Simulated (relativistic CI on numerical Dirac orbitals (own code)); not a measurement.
Ti⁺: resonant inelastic scattering at the M2,3 edge

Computed with this model: Dirac-Coulomb-Breit CI, orbitals from a KLI potential per configuration, a model potential for QED, valence Slater integrals scaled by 0.8, Kramers-Heisenberg scattering through one core-hole configuration in a parametric crystal field; configurations [Ar] 3d3 → [Ne] 3s2 3p5 3d4; 300 K; core-hole width 0.48 eV; summed over polarisations. Incident energies are the highest absorption maxima for each field (at most a few, so the weaker spin-orbit partner edge can be absent), on the computed scale of the free ion. Intensities are in per cent of the strongest line above 0.02 eV; levels within 1 cm⁻¹ are merged; final levels count from the ground level, the first row holds all elastic scattering, lines under 0.4 are left out and each table stops after 24 rows. The scale of the Slater integrals is a model choice and moves the terms in proportion. The configuration is assumed, with all valence electrons in the open shell; the free ion's ground configuration is another.

Field parameters in Wybourne normalisation: Oh B⁴₀ = 21Dq, B⁴₄ = √(5/14) B⁴₀. The field is a parameter set, without covalency.

S is read from ⟨S²⟩ = S(S + 1).

Oh, 10Dq = 2400 cm⁻¹:

| Final level (eV) | Degeneracy | Irrep | S | 38.6 eV | 41.6 eV | 45.5 eV |
| --- | --- | --- | --- | --- | --- | --- |
| 0.000 | 4 | Γ8 | 1.50 | 69.4 | 105.9 | 138.5 |
| 0.294 | 2 | Γ7 | 1.50 | 10.4 | 3.2 | 49.2 |
| 0.296 | 4 | Γ8 | 1.50 | 21.5 | 24.5 | 100.0 |
| 0.300 | 4 | Γ8 | 1.50 | 23.0 | 17.8 | 97.5 |
| 0.300 | 2 | Γ6 | 1.50 | 11.8 | 6.8 | 47.2 |
| 0.514 | 2 | Γ7 | 1.50 | 2.3 | 39.7 | 41.0 |
| 0.515 | 4 | Γ8 | 1.50 | 4.7 | 64.9 | 82.2 |
| 0.525 | 4 | Γ8 | 1.50 | 3.4 | 62.3 | 70.6 |
| 0.532 | 2 | Γ6 | 1.50 | 1.3 | 29.7 | 31.7 |
| 1.456 | 2 | Γ6 | 1.50 | 0.5 | 2.3 | 9.0 |
| 1.461 | 4 | Γ8 | 1.50 | 0.8 | 4.1 | 24.0 |
| 1.470 | 6 | Γ7+Γ8 | 1.50 | 0.9 | 6.2 | 46.1 |
| 2.834 | 2 | Γ7 | 0.50 | 0.0 | 0.5 | 0.1 |
| 2.869 | 4 | Γ8 | 0.50 | 0.0 | 1.0 | 0.3 |
| 2.952 | 2 | Γ6 | 0.50 | 0.0 | 0.4 | 0.2 |
| 2.956 | 4 | Γ8 | 0.50 | 0.0 | 0.5 | 0.3 |

Oh, 10Dq = 5350 cm⁻¹:

```
Final level (eV)  Degeneracy  Irrep     S  39 eV  42.1 eV  45.9 eV
           0.000           4     Γ8  1.50   42.0     98.0    124.0
           0.660           2     Γ7  1.50    6.7      2.9     47.7
           0.662           4     Γ8  1.50   14.0     22.6     94.5
           0.665           4     Γ8  1.50   15.9     19.6     89.3
           0.666           2     Γ6  1.50    8.4      8.0     43.8
           1.099           2     Γ7  1.50    1.4     29.4     49.8
           1.099           4     Γ8  1.50    2.4     48.6    100.0
           1.108           4     Γ8  1.50    2.0     52.7     84.5
           1.113           2     Γ6  1.50    0.9     26.8     37.5
           1.745           2     Γ6  0.50    0.0      0.5      0.0
           1.951           6  Γ7+Γ8  0.51    0.1      0.5      0.2
           1.971           2     Γ6  1.48    0.8     10.3      2.5
           1.973           4     Γ8  1.47    1.5     17.8      8.6
           1.982           4     Γ8  1.50    1.5     17.7     13.7
           1.983           2     Γ7  1.50    0.7      9.6      7.2
           2.027           4     Γ8  0.55    0.1      0.7      0.2
           3.200           2     Γ7  0.50    0.0      0.7      0.0
           3.251           2     Γ7  0.50    0.0      0.4      0.1
           3.258           4     Γ8  0.50    0.0      1.0      0.3
           3.543           4     Γ8  0.50    0.0      0.4      0.2
```

For the first field the strongest loss at the lowest incident energy is the level at 0.30 eV (S = 1.50, against 1.50 in the thermal ground state).
